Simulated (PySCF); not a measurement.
Isomers of C4H11ClOSi2, from PBE0-D3(BJ)/def2-SVP geometry optimisation, gas phase in PySCF. One conformer each, no zero-point energy, no frequencies.

**Question.** Which is lowest in electronic energy at this level?
A. `[SiH3:1][O:2][Si@@H:3]([Cl:4])[CH2:5][CH:6]1[CH2:7][CH2:8]1` with Si1–O2–Si3–Cl4 -15°, O2–Si3–C5–C6 -179°, Si3–C5–C6–C7 -155°: A = 2151, B = 578.6, C = 498.5 MHz, dipole 1.44 D
B. `[SiH3:1][O:2][Si:3]1([Cl:4])[CH2:5][CH2:6][CH2:7][CH2:8]1` with Si1–O2–Si3–Cl4 4°, O2–Si3–C5–C6 110°, Si3–C5–C6–C7 35°, C5–C6–C7–C8 -50°, C6–C7–C8–Si3 38°: A = 1791, B = 798.8, C = 674.7 MHz, dipole 1.52 D
C. `[CH3:1][Si@:2]1([CH2:3][Cl:4])[CH2:5][CH2:6][SiH2:7][O:8]1` with C1–Si2–C3–Cl4 -67°, C1–Si2–C5–C6 -93°, Si2–C5–C6–Si7 -33°, C5–C6–Si7–O8 28°, C6–Si7–O8–Si2 -10°: A = 2246, B = 685.2, C = 662.0 MHz, dipole 0.99 D

**Answer.** B. That is `[SiH3]O[Si]1(Cl)CCCC1`, 26.1 kcal/mol below the next.

```csv
SMILES,mapped SMILES,E (Eh),relative (kcal/mol),relative (kJ/mol),dipole (D)
[SiH3]O[Si]1(Cl)CCCC1,[SiH3:1][O:2][Si:3]1([Cl:4])[CH2:5][CH2:6][CH2:7][CH2:8]1,-1272.46340,0.0,0.0,1.52
C[Si@]1(CCl)CC[SiH2]O1,[CH3:1][Si@:2]1([CH2:3][Cl:4])[CH2:5][CH2:6][SiH2:7][O:8]1,-1272.42186,26.1,109.1,0.99
[SiH3]O[Si@@H](Cl)CC1CC1,[SiH3:1][O:2][Si@@H:3]([Cl:4])[CH2:5][CH:6]1[CH2:7][CH2:8]1,-1272.41600,29.7,124.5,1.44
```

As drawn, the highest has a three-membered ring, which the lowest lacks.
